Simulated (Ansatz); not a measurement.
`FCBI`, charge 0, multiplicity 1.

Problem. Give a relaxed structure at PBE0-D4/def2-TZVP (Ansatz 0.2.0). (Estimate.)

Solution. Ansatz gave: 
Z-matrix (Å, degrees):
```
C
B 1 1.553
F 1 1.379 2 116.6
H 1 1.101 2 108.6 3 122.9
H 1 1.101 2 108.6 3 -122.9
I 2 2.099 1 122.4 3 0.0
H 2 1.191 1 119.6 3 -180.0
```
Point group Cs.
